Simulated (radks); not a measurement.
Valence configurations of the mercury ion Hg+ (all share [Xe]). Method: scalar-relativistic Kohn-Sham, r2SCAN, spin-polarised, spherical densities, finite nucleus; open shells are filled with parallel spins first (spin-orbit coupling, left out, can overturn this in heavy ions); meta-GGA in the generalised Kohn-Sham scheme; Fermi nuclear charge, rms radius 5.4648 fm; computed with a radial shooting solver on a logarithmic mesh with Libxc functionals. Energies are relative to 4f14 5d10 6s1; eigenvalues in eV for spin up.

4f14 5d10 6s1: E (eV) 0.000; moment (Bohr magnetons) 1; e(4f) -105.97; e(5d) -19.359; e(6s) -15.405
4f14 5d10 6s0.5 6p0.5: E (eV) 3.910; moment (Bohr magnetons) 1; e(4f) -106.92; e(5d) -20.203; e(6p) -8.067; e(6s) -15.769
4f14 5d9.5 6s1 6p0.5: E (eV) 5.928; moment (Bohr magnetons) 2; e(4f) -108.85; e(5d) -21.770; e(6p) -8.664; e(6s) -16.963
4f14 5d9 6s1 6p1: E (eV) 12.209; moment (Bohr magnetons) 3; e(4f) -111.71; e(5d) -24.122; e(6p) -9.742; e(6s) -18.428
4f14 5d8.5 6s2 6p0.5: E (eV) 12.342; moment (Bohr magnetons) 2; e(4f) -113.02; e(5d) -24.811; e(6p) -9.081; e(6s) -17.857
4f13.5 5d10 6s1 6p0.5: E (eV) 51.068; moment (Bohr magnetons) 2; e(4f) -115.27; e(5d) -22.312; e(6p) -8.664; e(6s) -16.973
4f13 5d10 6s1 6p1: E (eV) 105.81; moment (Bohr magnetons) 3; e(4f) -124.74; e(5d) -25.308; e(6p) -9.776; e(6s) -18.500
4f13 5d9.5 6s1.5 6p1: E (eV) 110.29; moment (Bohr magnetons) 3; e(4f) -126.97; e(5d) -26.928; e(6p) -9.995; e(6s) -18.969
4f12.5 5d10 6s2 6p0.5: E (eV) 157.23; moment (Bohr magnetons) 2; e(4f) -132.80; e(5d) -26.660; e(6p) -9.100; e(6s) -17.927
4f12.5 5d10 6s1 6p1.5: E (eV) 164.35; moment (Bohr magnetons) 4; e(4f) -134.39; e(5d) -28.357; e(6p) -10.768; e(6s) -19.935

NIST lists [Xe] 4f14 5d10 6s1 as the ground configuration; this level of theory agrees among the configurations tried. The energies are those of spherical high-spin densities, not of single terms.
